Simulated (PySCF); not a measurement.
# Silver: a sound run and one with changed settings

Sound run: Ag²⁺ [Kr] 4d9, Ag³⁺ [Kr] 4d8. All numbers are calculated (PySCF 2.14, the spin-free X2C one-electron Hamiltonian (Gaussian nucleus), in x2c-SVPall). In the sound run the correlated levels freeze [Kr]. The sound run starts from symmetry-adapted Hartree-Fock orbitals and uses a fine grid where one is needed.

Changed run: basis STO-3G, all-electron and non-relativistic. This setting is unsound on purpose.

```csv
species,method,sound run (hartree),changed run (hartree),converged
Ag²⁺,UHF,-5311.34524,-5145.91010,yes
Ag²⁺,BP86,-5314.40256,-5148.05422,yes
Ag²⁺,PBE,-5313.37521,-5147.10530,yes
Ag²⁺,MP2,-5311.55523,-5145.91045,yes
Ag³⁺,UHF,-5310.13206,-5144.93061,yes
Ag³⁺,BP86,-5313.10731,-5147.02329,yes
Ag³⁺,PBE,-5312.08279,-5146.07725,yes
Ag³⁺,MP2,-5310.29051,-5144.93079,yes
```

Ionisation energy of Ag²⁺:

| method | sound run (eV) | changed run (eV) |
| --- | --- | --- |
| UHF | 33.012 | 26.653 |
| BP86 | 35.245 | 28.053 |
| PBE | 35.168 | 27.975 |
| MP2 | 34.415 | 26.658 |
| SCS-MP2 | 34.306 | 26.658 |

A minimal basis cannot let orbitals breathe on ionisation and holds almost no correlation. The Hamiltonian changed with the basis, so the totals do not compare.

For comparison, NIST gives 34.8 ± 0.3 eV between the lowest levels.
